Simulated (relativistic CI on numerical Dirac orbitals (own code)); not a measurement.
## Calculated levels, Rb XIII

These numbers are calculated, not measured: Dirac-Coulomb-Breit CI, orbitals from a KLI potential per configuration, model QED, unscaled Slater integrals (own radial code, finite nucleus).

Configurations in the expansion (outside the closed core [Ne]): 3s2 3p6 3d7, 3s2 3p5 3d8, 3s2 3p4 3d9, 3s 3p6 3d8, 3s2 3p6 3d6 4s, 3p6 3d9, 3s2 3p6 3d6 4p, 3s2 3p6 3d6 4d, 3s2 3p6 3d5 4s2, 3s 3p5 3d9, 3s2 3p6 3d5 4s 4p, 3s2 3p6 3d6 4f, 3s2 3p6 3d6 5s, 3s2 3p6 3d5 4p2, 3s2 3p5 3d7 4s, 3s2 3p6 3d6 5p. Levels of other configurations are missing.

```
No.   Configuration  Term    J  E (cm⁻¹)   %  Next component (%)  Lifetime (s)                jj configuration (%)
 41     3s2 3p5 3d8   4D°  5/2   1091636  39              26 4P°      7.17e-12  3p1/2 3p3/2^4 3d3/2^3 3d5/2^5 (40)
 42     3s2 3p5 3d8   2P°  1/2   1092113  69              20 4D°      3.12e-12                3p3/2^3 3d5/2^4 (46)
 43     3s2 3p5 3d8   4D°  5/2   1106379  70              17 2D°      2.64e-12                3p3/2^3 3d5/2^4 (47)
 44     3s2 3p5 3d8   4D°  3/2   1109533  66              15 2P°      2.63e-12        3p3/2^3 3d3/2^3 3d5/2^5 (58)
 45     3s2 3p5 3d8   4P°  1/2   1113373  33              31 2P°      3.91e-12        3p3/2^3 3d3/2^2 3d5/2^6 (36)
 46     3s2 3p5 3d8   4D°  7/2   1115150  72              15 4F°      2.43e-12          3p1/2 3p3/2^4 3d5/2^4 (41)
 47     3s2 3p5 3d8   2P°  3/2   1128361  62              15 2D°      2.87e-12  3p1/2 3p3/2^4 3d3/2^3 3d5/2^5 (35)
 48     3s2 3p5 3d8   4D°  1/2   1129181  55              33 4P°      3.60e-12  3p1/2 3p3/2^4 3d3/2^3 3d5/2^5 (77)
 49     3s2 3p5 3d8   4S°  3/2   1144793  52              30 2P°      2.74e-12                3p3/2^3 3d5/2^4 (31)
 50     3s2 3p5 3d8   2F°  5/2   1149000  68              20 2D°      3.90e-12        3p3/2^3 3d3/2^3 3d5/2^5 (39)
 51     3s2 3p5 3d8   2H°  9/2   1152972  82              16 2G°      6.90e-12  3p1/2 3p3/2^4 3d3/2^3 3d5/2^5 (90)
 52     3s2 3p5 3d8   2D°  5/2   1170592  55              37 2F°      3.26e-12        3p3/2^3 3d3/2^3 3d5/2^5 (53)
 53     3s2 3p5 3d8   2P°  3/2   1170682  54              26 4S°      3.58e-12  3p1/2 3p3/2^4 3d3/2^3 3d5/2^5 (32)
 54     3s2 3p5 3d8   2F°  7/2   1178593  88               6 2G°      2.72e-12          3p1/2 3p3/2^4 3d5/2^4 (34)
 55     3s2 3p5 3d8   2D°  3/2   1212270  67              26 2P°      2.91e-12  3p1/2 3p3/2^4 3d3/2^2 3d5/2^6 (69)
 56     3s2 3p5 3d8   2F°  7/2   1213327  62              31 2G°      1.66e-12        3p3/2^3 3d3/2^3 3d5/2^5 (35)
 57  3s2 3p6 3d6 4s    6D  9/2   1216575  98                2 4F      4.44e-06             3d3/2^3 3d5/2^3 4s (47)
 58     3s2 3p5 3d8   2P°  1/2   1219215  91               6 4D°      4.94e-12  3p1/2 3p3/2^4 3d3/2^2 3d5/2^6 (72)
 59  3s2 3p6 3d6 4s    6D  7/2   1222372  97                2 4D      2.06e-06             3d3/2^3 3d5/2^3 4s (56)
 60  3s2 3p6 3d6 4s    6D  5/2   1226074  97                2 4P      3.47e-06             3d3/2^2 3d5/2^4 4s (52)
 61  3s2 3p6 3d6 4s    6D  3/2   1228578  97                2 4P      3.45e-06             3d3/2^3 3d5/2^3 4s (39)
 62  3s2 3p6 3d6 4s    6D  1/2   1230064  97                3 4P      3.88e-06             3d3/2^2 3d5/2^4 4s (46)
 63     3s2 3p5 3d8   2F°  5/2   1232872  88               8 2D°      1.50e-12          3p1/2 3p3/2^4 3d5/2^4 (36)
 64  3s2 3p6 3d6 4s    4D  7/2   1238472  95                2 2F      4.07e-08             3d3/2^3 3d5/2^3 4s (48)
 65  3s2 3p6 3d6 4s    4D  5/2   1245027  97                1 4P      4.08e-08             3d3/2^3 3d5/2^3 4s (49)
 66  3s2 3p6 3d6 4s    4D  3/2   1248523  95                3 2P      4.07e-08             3d3/2^2 3d5/2^4 4s (42)
 67  3s2 3p6 3d6 4s    4D  1/2   1250688  96                4 2P      4.08e-08             3d3/2^2 3d5/2^4 4s (38)
 68     3s2 3p5 3d8   2G°  9/2   1259056  95               1 2H°      1.16e-12          3p1/2 3p3/2^4 3d5/2^4 (56)
 69     3s2 3p5 3d8   2G°  7/2   1269701  67              29 2F°      1.28e-12  3p1/2 3p3/2^4 3d3/2^3 3d5/2^5 (63)
 70     3s2 3p5 3d8   2D°  3/2   1269776  82              13 2P°      1.72e-12        3p3/2^3 3d3/2^3 3d5/2^5 (38)
```

Energies count from the lowest computed level; ° marks odd parity; lifetimes are radiative, by E1, M1, E2, M2 decay to levels of this space only. Filled j subshells are mostly left out of the jj labels.

The mean weight of the leading LS term, summed over parents, in these 30 levels is 76 %, and that of the leading jj configuration (from the same eigenvectors) 48 %, so LS coupling describes them better.

At this charge energies of transitions that change n are usually good to better than 1 %, and those within a shell (Δn = 0) to a few per cent. Terms inside the open d or f shell come out 10 to 20 % too wide with unscaled integrals.

LS names give the leading component of a level, which can be under half, so a name can repeat, a term be missing and a line seem to break the LS rules.
